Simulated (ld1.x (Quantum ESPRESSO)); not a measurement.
Reading a pseudo-wave (Sr)

Columns: radius, all-electron u(r) and pseudo u(r) of the 4p shell (level -22.94 eV) of strontium in the configuration [Ar] 3d10 4s2 4p6 4d0 5s2 5p0; PBE, non-relativistic, RRKJ scheme, ld1.x (Quantum ESPRESSO) 7.5.

| r (bohr) | all-electron | pseudo |
| --- | --- | --- |
| 0.130 | 0.2081 | 0.0216 |
| 0.260 | -0.2882 | 0.0839 |
| 0.390 | -0.4353 | 0.1801 |
| 0.520 | -0.2378 | 0.2996 |
| 0.650 | 0.0783 | 0.4300 |
| 0.780 | 0.3790 | 0.5584 |
| 0.910 | 0.6126 | 0.6728 |
| 1.040 | 0.7701 | 0.7643 |
| 1.170 | 0.8590 | 0.8269 |
| 1.300 | 0.8926 | 0.8585 |
| 1.430 | 0.8849 | 0.8602 |
| 1.560 | 0.8491 | 0.8361 |
| 1.690 | 0.7954 | 0.7919 |
| 1.820 | 0.7318 | 0.7337 |
| 1.950 | 0.6640 | 0.6678 |
| 2.080 | 0.5960 | 0.5995 |
| 2.210 | 0.5305 | 0.5326 |
| 2.340 | 0.4689 | 0.4697 |
| 2.470 | 0.4122 | 0.4124 |
| 2.600 | 0.3607 | 0.3607 |
| 2.730 | 0.3145 | 0.3145 |
| 2.860 | 0.2734 | 0.2734 |
| 2.990 | 0.2372 | 0.2372 |
| 3.120 | 0.2053 | 0.2053 |
| 3.250 | 0.1775 | 0.1775 |
| 3.380 | 0.1533 | 0.1533 |

**Question.** How many radial nodes do the two functions have?

**Answer.** The all-electron 4p function has n − l − 1 = 2; the pseudo-wave has 0, since the states of the same l below it are removed with the core.

**Question.** At about which radius was the pseudo-wave matched?

**Answer.** 2.60 bohr, where the columns begin to agree (steps of 0.13 bohr).

**Question.** Is the pseudo-wave norm-conserving?

**Answer.** Yes: the RRKJ scheme keeps the norm inside the radius equal to the all-electron one, which fixes the energy derivative of the logarithmic derivative at the level.
